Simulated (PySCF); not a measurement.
C₂H₁₁NS₂Si₂.
Geometry (GFN2-xTB, Å), atoms numbered from 1 in this order:
```
atom  x, y, z in Å
C1    -3.1061   -0.4349   -0.2978
C2    -1.7882   -1.1924   -0.2137
Si3   -0.2700   -0.0622   -0.3173
S4    -0.0900    0.7843   -2.2979
S5     1.4323   -1.2650    0.1317
Si6    3.0980    0.0312   -0.3362
N7     2.8938    1.3962    0.6843
H8    -3.1818    0.2975    0.5026
H9    -3.1955    0.0904   -1.2474
H10   -3.9484   -1.1188   -0.2131
H11   -1.7467   -1.7393    0.7277
H12   -1.7489   -1.9405   -1.0077
H13   -0.3500    1.0657    0.6073
H14   -1.3815    1.0340   -2.4507
H15    4.2265   -0.8622   -0.1029
H16    2.9905    0.5020   -1.7051
H17    3.5432    2.1625    0.6169
H18    2.6141    1.2580    1.6432
```

Level of theory: TDDFT wB97X-D/def2-SVPD, vertical, gas phase, core orbitals frozen in the response in PySCF 2.14.0, density-fitted response routines.

Ground-to-excited transition dipoles (e·a0, same axes as the geometry; the sign carries no meaning), for the states with f of 0.002 or more among the lowest 7:

```csv
state,E (eV),μx,μy,μz
S1,6.172,0.032,-0.199,-0.041
S2,6.374,0.213,-0.153,0.072
S3,6.415,-0.176,-0.239,-0.242
S4,6.593,-0.228,0.140,0.318
S5,6.660,-0.090,0.128,-0.137
S6,6.795,-0.136,-0.180,-0.097
S7,7.093,-0.351,0.067,-0.250
```

Q: What oscillator strength does each state have?

A: f = (2/3) ΔE |μ|² with ΔE in hartree (27.2114 eV).

```json
{"state": "S1", "|μ|² (au)": "0.042", "|μ| (D)": "0.52", "f": "0.006"}
{"state": "S2", "|μ|² (au)": "0.074", "|μ| (D)": "0.69", "f": "0.012"}
{"state": "S3", "|μ|² (au)": "0.147", "|μ| (D)": "0.97", "f": "0.023"}
{"state": "S4", "|μ|² (au)": "0.172", "|μ| (D)": "1.06", "f": "0.028"}
{"state": "S5", "|μ|² (au)": "0.043", "|μ| (D)": "0.53", "f": "0.007"}
{"state": "S6", "|μ|² (au)": "0.060", "|μ| (D)": "0.62", "f": "0.010"}
{"state": "S7", "|μ|² (au)": "0.190", "|μ| (D)": "1.11", "f": "0.033"}
```

Q: What angle do the transition dipoles of S3 and S4 make?

A: |cos θ| = |μa·μb| / (|μa| |μb|) = 0.44, so θ ≈ 64° (taken between 0 and 90°, since the signs are arbitrary).

Q: How is the summed strength of these states shared among x, y and z?

A: (2/3) Σ ΔE μα² gives 0.046 for x, 0.031 for y and 0.042 for z, 0.119 in all.

Q: What peak molar absorption coefficient would the strongest computed level give as a lone Gaussian band 0.3 eV wide at half height?

A: ε(max) = 2.175×10⁸ f / FWHM, with the width in cm⁻¹. S7: 2.175×10⁸ × 0.0330 / 2420 ≈ 3000 L mol⁻¹ cm⁻¹.

One conformer stands for the species.

Without π bonds the low states may be Rydberg-like; a valence basis with one diffuse set may place them up to an eV too high.
